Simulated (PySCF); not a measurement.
iodobenzene (C6H5I), singlet, geometry from GFN2-xTB (all electrons, no relativity). Base run: HF/STO-3G (PySCF).

Here is a job for PySCF.
```python
from pyscf import gto, scf

mol = gto.M(
    atom='''
I     1.549197    0.034203   -0.009534
C    -0.570315   -0.012591    0.003510
C    -1.222061   -1.231706   -0.018792
C    -2.606412   -1.256033   -0.010137
C    -3.325915   -0.073429    0.020467
C    -2.658982    1.139785    0.042540
C    -1.274905    1.176579    0.034158
H    -0.661164   -2.153436   -0.042646
H    -3.120447   -2.205375   -0.027461
H    -4.405149   -0.097256    0.027109
H    -3.214161    2.065521    0.066443
H    -0.754981    2.122171    0.051361
''',
    basis='sto-3g',
    charge=0,
    spin=0,
    verbose=4,
)

mf = scf.RHF(mol)
mf.kernel()
mo_i, mo_e, stable_i, stable_e = mf.stability(internal=True, external=True, return_status=True, nroots=6, tol=1e-6)
print('internally stable:', stable_i, ' externally stable:', stable_e)
if not stable_e:
    umf = mf.to_uhf() if not hasattr(mf, 'xc') else mf.to_uks()
    umf.scf_summary = {}
    umf.kernel(umf.make_rdm1(mo_e, umf.mo_occ))
mf.analyze()
```

The bond that is stretched is that between atoms 12 and 7. A test that says stable can miss a lower solution.

Each row names what was changed in the base input (with any setting that the change needs).

```tsv
change	ΔE vs base (mEh)	<S^2>	E after following the instability (Eh)	<S^2> there	HOMO-LUMO gap (eV)	stability test says
base	0.000	0.000	-7078.02583	0.88	13.80	external instability
bond × 1.25	41.980	0.000	-7077.98410	0.89	13.77	external instability
bond × 1.5	120.9	0.000	-7077.91267	1.21	13.74	external instability
bond × 1.8	217.5	0.000	-7077.83876	0.78	11.76	external instability
bond × 2.2	320.9	0.000	-7077.82178	1.02	9.38	external instability
bond × 3.0	431.4	0.000	-7077.81749	1.08	5.29	external instability
```

Where a bond breaks into two radicals, a solution with restricted orbitals usually stops being the lowest and lies too high; an unrestricted one lies lower at the price of spin contamination, which <S^2> shows.
